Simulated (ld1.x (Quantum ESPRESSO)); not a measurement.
**Varying the RRKJ potential for zinc**

Base potential:

ld1.x (Quantum ESPRESSO) 7.5 input, shortened:

```
&input
   title='Zn', zed=30., rel=1, dft='PBE', iswitch=3,
   config='[Ar] 3d10 4s0 4p0'
 /
 &inputp
   pseudotype=2, tm=.false., rho0=0.01, lloc=0,
   nlcc=.true.
 /
3
3P  2  1   6.00   0.00  0.60  0.60  0.0
3D  3  2  10.00   0.00  1.35  1.35  0.0
4S  1  0   0.00   0.00  1.55  1.55  0.0
 &test
   configts(1)='3p6 3d10 4s0 4p0'
 /
```

Cutoffs, loose and tight: the cutoffs (Ry, on a coarse ladder) from which the occupation-weighted sum of valence levels, in a spherical-Bessel basis at the reference potential, stays within 10 and 1 mRy of its value at 400 Ry. They do not see the model core or the augmentation charge, which bear on the density cutoff. Test errors are all-electron minus pseudo excitation energies from the reference, over the configurations 3p6 3d10 4s2 4p0; 3p6 3d10 4s1 4p0; 3p6 3d9 4s0 4p0; 3p6 3d10 4s0 4p2; 3p5 3d10 4s2 4p0; 3p6 3d10 4s1 4p1; 3p6 3d9 4s2 4p1. A dash means not determined; rows that change the core or the reference have their own tests. The largest error is taken over the tests solved by every variant that gives reliable tests at all: 3p5 3d10 4s2 4p0; 3p6 3d10 4s0 4p2; 3p6 3d10 4s1 4p1; 3p6 3d10 4s2 4p0; 3p6 3d9 4s0 4p0; 3p6 3d9 4s2 4p1.

Cutoffs are not given where the Bessel-basis levels miss the radial ones by over 6 mRy, ghosts where they miss by over 20 mRy; a channel whose overlap is not positive is not tested.

| change | outcome | cutoff, loose | cutoff, tight | bound ghosts | largest test error (meV) |
| --- | --- | --- | --- | --- | --- |
| base | generated | over 300 Ry | over 300 Ry | none | -1607 |
| wave 3p (bound): rc 0.60 bohr becomes 3p (bound): rc 0.40 bohr | generated | – | – | not determined | -1609 |
| wave 3p (bound): rc 0.60 bohr becomes 3p (bound): rc 0.44 bohr | generated | – | – | not determined | -1607 |
| wave 3p (bound): rc 0.60 bohr becomes 3p (bound): rc 0.50 bohr | generated | – | – | none | -1606 |
| wave 3p (bound): rc 0.60 bohr becomes 3p (bound): rc 0.58 bohr | generated | over 300 Ry | over 300 Ry | none | -1607 |
| wave 3p (bound): rc 0.60 bohr becomes 3p (bound): rc 0.66 bohr | generated | over 300 Ry | over 300 Ry | none | -1607 |
| wave 3p (bound): rc 0.60 bohr becomes 3p (bound): rc 0.72 bohr | generated | 260 Ry | over 300 Ry | none | -1607 |
| wave 3p (bound): rc 0.60 bohr becomes 3p (bound): rc 0.82 bohr | generated | 200 Ry | 300 Ry | none | -1607 |
| wave 3p (bound): rc 0.60 bohr becomes 3p (bound): rc 0.90 bohr | generated | 160 Ry | 260 Ry | none | -1607 |

Q: What comes out with this change to the base: wave 3p (bound): rc 0.60 bohr becomes 3p (bound): rc 0.76 bohr?

A: outcome: failed: compute_chi: n is too large. Cause: near the origin the numerical χ = (ε − T − V_loc)φ did not join its small-r series within 0.05 bohr.

Reading the sweep of the p radius (base included, trends over the rows without a ghost): The median size of the test errors (rows with all tests solved) stays near 633.8 meV. The generation fails at 0.76 bohr.
